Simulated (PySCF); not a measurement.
**O⁺ (oxygen, charge +1) across methods**

[He] 2s2 2p3, high-spin 4S determinant. Computed with PySCF 2.14 in an even-tempered Gaussian basis (22 s from 0.062 bohr⁻², ratio 2.2; 13 p from 0.081 bohr⁻², ratio 2.2; 6 d from 1.1 bohr⁻², ratio 2.4; 6 f from 1.6 bohr⁻², ratio 2.4; 5 g from 2.4 bohr⁻², ratio 2.4), with scalar relativity by spin-free X2C-1e.

```json
{"method": "PBE", "E (hartree)": "-74.5523", "mean ε 2s α (eV)": "-41.569", "mean ε 2s β (eV)": "-35.682", "mean ε 2p α (eV)": "-26.360", "Σ⟨r²⟩ (bohr²)": "7.470", "⟨S²⟩": "3.752"}
{"method": "M06", "E (hartree)": "-74.6142", "mean ε 2s α (eV)": "-45.206", "mean ε 2s β (eV)": "-37.951", "mean ε 2p α (eV)": "-28.823", "Σ⟨r²⟩ (bohr²)": "7.356", "⟨S²⟩": "3.753"}
{"method": "TPSS", "E (hartree)": "-74.6471", "mean ε 2s α (eV)": "-42.416", "mean ε 2s β (eV)": "-35.877", "mean ε 2p α (eV)": "-26.629", "Σ⟨r²⟩ (bohr²)": "7.427", "⟨S²⟩": "3.752"}
{"method": "UHF", "E (hartree)": "-74.42985", "mean ε 2s α (eV)": "-56.430", "mean ε 2s β (eV)": "-41.704", "mean ε 2p α (eV)": "-36.203", "Σ⟨r²⟩ (bohr²)": "7.326", "⟨S²⟩": "3.756"}
{"method": "r2SCAN", "E (hartree)": "-74.6129", "mean ε 2s α (eV)": "-43.565", "mean ε 2s β (eV)": "-35.734", "mean ε 2p α (eV)": "-27.289", "Σ⟨r²⟩ (bohr²)": "7.380", "⟨S²⟩": "3.753"}
{"method": "LDA", "E (hartree)": "-74.0689", "mean ε 2s α (eV)": "-41.212", "mean ε 2s β (eV)": "-35.626", "mean ε 2p α (eV)": "-26.439", "Σ⟨r²⟩ (bohr²)": "7.499", "⟨S²⟩": "3.752"}
```

Q: Estimate the same row for PBE0.

A: E (hartree) = -74.5677; mean ε 2s α (eV) = -45.439; mean ε 2s β (eV) = -37.640; mean ε 2p α (eV) = -28.970; Σ⟨r²⟩ (bohr²) = 7.411; ⟨S²⟩ = 3.752.
